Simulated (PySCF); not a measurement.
HO2 (SMILES [O]O), doublet, geometry from GFN2-xTB; CAMB3LYP/6-31G** (PySCF).

The PySCF input:
```python
from pyscf import gto, scf, dft

mol = gto.Mole()
mol.atom = '''
    O    -0.50300875    0.32094818    0.02100596
    O     0.65391542   -0.27519835   -0.02369777
    H    -1.20725328   -0.36599861    0.02153448
'''
mol.basis = '6-31g**'
mol.spin = 1
mol.verbose = 4
mol.build()

mf = dft.UKS(mol)
mf.xc = 'camb3lyp'
mf.kernel()
mf.analyze()
```

Output, abridged:

```
PySCF version 2.14.0

[INPUT] verbose = 4
[INPUT] num. atoms = 3
[INPUT] num. electrons = 17
[INPUT] charge = 0
[INPUT] spin (= nelec alpha-beta = 2S) = 1
[INPUT] symmetry False subgroup None
[INPUT] Mole.unit = angstrom
[INPUT] Symbol           X                Y                Z      unit          X                Y                Z       unit  Magmom
[INPUT]  1 O     -0.503008750000   0.320948180000   0.021005960000 AA   -0.950548775760   0.606504160378   0.039695511384 Bohr   0.0
[INPUT]  2 O      0.653915420000  -0.275198350000  -0.023697770000 AA    1.235721052430  -0.520049511432  -0.044782295063 Bohr   0.0
[INPUT]  3 H     -1.207253280000  -0.365998610000   0.021534480000 AA   -2.281378062183  -0.691637134871   0.040694269435 Bohr   0.0

nuclear repulsion = 32.5811034169482
number of shells = 15
number of NR pGTOs = 61
number of NR cGTOs = 33
basis = 6-31g**
ecp = {}

******** <class 'pyscf.dft.uks.UKS'> ********
method = UKS
initial guess = minao
damping factor = 0
level_shift factor = 0
DIIS = <class 'pyscf.scf.diis.CDIIS'>
diis_start_cycle = 1
diis_space = 8
diis_damp = 0
SCF conv_tol = 1e-09
SCF conv_tol_grad = None
SCF max_cycles = 50
direct_scf = True
direct_scf_tol = 1e-13
number electrons alpha = 9  beta = 8
XC library pyscf.dft.libxc version 7.1.2
    S. Lehtola, C. Steigemann, M. J. T. Oliveira, and M. A. L. Marques,  SoftwareX 7, 1–5 (2018)
XC functionals = camb3lyp
    T. Yanai, D. P. Tew, and N. C. Handy,  Chem. Phys. Lett. 393, 51 (2004)
radial grids:
    Treutler-Ahlrichs [JCP 102, 346 (1995); DOI:10.1063/1.469408] (M4) radial grids

becke partition: Becke, JCP 88, 2547 (1988); DOI:10.1063/1.454033
pruning grids: <function nwchem_prune>
grids dens level: 3
symmetrized grids: False
atomic radii adjust function: <function treutler_atomic_radii_adjust>
small_rho_cutoff = 0
Set gradient conv threshold to 3.16228e-05
tot grids = 37976
init E= -150.918959205787

cycle= 1 E= -150.809037203295  delta_E= 0.11  |g|= 0.293  |ddm|= 1.29
cycle= 2 E= -150.812544948459  delta_E= -0.00351  |g|= 0.328  |ddm|= 0.416
cycle= 3 E= -150.848732407899  delta_E= -0.0362  |g|= 0.0782  |ddm|= 0.218
cycle= 4 E= -150.851094084098  delta_E= -0.00236  |g|= 0.0266  |ddm|= 0.0548
cycle= 5 E= -150.851460776904  delta_E= -0.000367  |g|= 0.00957  |ddm|= 0.0216
cycle= 6 E= -150.851560736437  delta_E= -0.0001  |g|= 0.0035  |ddm|= 0.0137
cycle= 7 E= -150.851583046715  delta_E= -2.23e-05  |g|= 0.000647  |ddm|= 0.00933
cycle= 8 E= -150.85158363864  delta_E= -5.92e-07  |g|= 0.000123  |ddm|= 0.00151
cycle= 9 E= -150.851583663756  delta_E= -2.51e-08  |g|= 4.1e-05  |ddm|= 0.000276
cycle= 10 E= -150.851583667258  delta_E= -3.5e-09  |g|= 1.25e-05  |ddm|= 0.000123
cycle= 11 E= -150.85158366758  delta_E= -3.22e-10  |g|= 3.12e-06  |ddm|= 4.52e-05
Extra cycle  E= -150.851583667592  delta_E= -1.17e-11  |g|= 2.18e-06  |ddm|= 7.03e-06
converged SCF energy = -150.851583667592  <S^2> = 0.75274682  2S+1 = 2.0027449
**** SCF Summaries ****
Total Energy =                        -150.851583667591854
Nuclear Repulsion Energy =              32.581103416948167
One-electron Energy =                 -271.968707500514824
Two-electron Energy =                   88.536020415974804
Two-electron Coulomb Energy =          105.941708091039843
DFT Exchange-Correlation Energy =      -17.405687675065032
**** MO energy ****
                             alpha | beta                alpha | beta
MO #1   energy= -19.3399948279197  | -19.3314240639625  occ= 1 | 1
MO #2   energy= -19.2972168356952  | -19.2768059291185  occ= 1 | 1
MO #3   energy= -1.2880817588636   | -1.26053400391541  occ= 1 | 1
MO #4   energy= -0.942282921455088 | -0.899722769474719 occ= 1 | 1
MO #5   energy= -0.632216865770314 | -0.615392847078835 occ= 1 | 1
MO #6   energy= -0.568567635413483 | -0.529626897485085 occ= 1 | 1
MO #7   energy= -0.545955347713719 | -0.481996776745192 occ= 1 | 1
MO #8   energy= -0.360406445745623 | -0.334501763494971 occ= 1 | 1
MO #9   energy= -0.35439749165745  | -0.0419415330969719 occ= 1 | 0
MO #10  energy= 0.0960095976851054 | 0.100232205243585  occ= 0 | 0
MO #11  energy= 0.210433210513407  | 0.231957421129096  occ= 0 | 0
MO #12  energy= 0.770279446780359  | 0.77314205406193   occ= 0 | 0
MO #13  energy= 0.851246975762579  | 0.859698740938292  occ= 0 | 0
MO #14  energy= 0.870010293202428  | 0.911899195237079  occ= 0 | 0
MO #15  energy= 0.935450770724592  | 0.947128394532656  occ= 0 | 0
MO #16  energy= 0.96468935887133   | 0.971038610185907  occ= 0 | 0
MO #17  energy= 0.983784595588507  | 1.04199214446502   occ= 0 | 0

To work with the spin densities directly, `use mulliken_meta_spin()` only printing them here.

 ** Mulliken spin pop alpha/beta on meta-lowdin orthogonal AOs **
 ** Mulliken Spin Density (per AO)  **
spin_pop of  0 O 1s       -0.00000
spin_pop of  0 O 2s        0.00626
spin_pop of  0 O 3s        0.00001
spin_pop of  0 O 2px      -0.00589
spin_pop of  0 O 2py      -0.00231
spin_pop of  0 O 2pz       0.27290
spin_pop of  0 O 3px       0.00020
spin_pop of  0 O 3py       0.00009
spin_pop of  0 O 3pz       0.00058
spin_pop of  0 O 3dxy     -0.00006
spin_pop of  0 O 3dyz     -0.00024
spin_pop of  0 O 3dz^2    -0.00004
spin_pop of  0 O 3dxz      0.00025
spin_pop of  0 O 3dx2-y2   -0.00010
spin_pop of  1 O 1s       -0.00000
spin_pop of  1 O 2s        0.00792
spin_pop of  1 O 3s       -0.00029
spin_pop of  1 O 2px       0.00327
spin_pop of  1 O 2py       0.00253
spin_pop of  1 O 2pz       0.72447
spin_pop of  1 O 3px       0.00022
spin_pop of  1 O 3py       0.00001
spin_pop of  1 O 3pz       0.00087
spin_pop of  1 O 3dxy     -0.00002
spin_pop of  1 O 3dyz     -0.00007
spin_pop of  1 O 3dz^2     0.00021
spin_pop of  1 O 3dxz     -0.00032
spin_pop of  1 O 3dx2-y2   -0.00001
spin_pop of  2 H 1s       -0.01053
spin_pop of  2 H 2s       -0.00011
spin_pop of  2 H 2px      -0.00000
spin_pop of  2 H 2py      -0.00004
spin_pop of  2 H 2pz       0.00026
 ** Mulliken Spin Density (per atom)  **
spin density of  0 O =      0.27165
spin density of  1 O =      0.73877
spin density of  2 H =     -0.01042
 ** Mulliken pop alpha/beta on meta-lowdin orthogonal AOs **
 ** Mulliken pop       alpha | beta **
pop of  0 O 1s        0.99997 | 0.99998
pop of  0 O 2s        0.83421 | 0.82795
pop of  0 O 3s        0.00246 | 0.00245
pop of  0 O 2px       0.56574 | 0.57163
pop of  0 O 2py       0.80636 | 0.80866
pop of  0 O 2pz       0.99709 | 0.72419
pop of  0 O 3px       0.00510 | 0.00490
pop of  0 O 3py       0.00058 | 0.00050
pop of  0 O 3pz       0.00063 | 0.00005
pop of  0 O 3dxy      0.00306 | 0.00311
pop of  0 O 3dyz      0.00094 | 0.00118
pop of  0 O 3dz^2     0.00145 | 0.00149
pop of  0 O 3dxz      0.00057 | 0.00032
pop of  0 O 3dx2-y2    0.00125 | 0.00135
pop of  1 O 1s        0.99998 | 0.99998
pop of  1 O 2s        0.92843 | 0.92051
pop of  1 O 3s        0.00326 | 0.00356
pop of  1 O 2px       0.61963 | 0.61636
pop of  1 O 2py       0.89928 | 0.89675
pop of  1 O 2pz       0.99743 | 0.27296
pop of  1 O 3px       0.00259 | 0.00237
pop of  1 O 3py       0.00134 | 0.00134
pop of  1 O 3pz       0.00088 | 0.00000
pop of  1 O 3dxy      0.00161 | 0.00163
pop of  1 O 3dyz      0.00013 | 0.00019
pop of  1 O 3dz^2     0.00094 | 0.00073
pop of  1 O 3dxz      0.00078 | 0.00110
pop of  1 O 3dx2-y2    0.00132 | 0.00134
pop of  2 H 1s        0.31396 | 0.32449
pop of  2 H 2s        0.00766 | 0.00777
pop of  2 H 2px       0.00038 | 0.00038
pop of  2 H 2py       0.00042 | 0.00046
pop of  2 H 2pz       0.00057 | 0.00031
In total             9.00000 | 8.00000
 ** Mulliken atomic charges   ( Nelec_alpha | Nelec_beta ) **
charge of  0O =     -0.16716  (     4.21940      3.94776 )
charge of  1O =     -0.17643  (     4.45760      3.71883 )
charge of  2H =      0.34359  (     0.32300      0.33342 )
Dipole moment(X, Y, Z, Debye): -2.14124, -0.90140,  0.03178
```
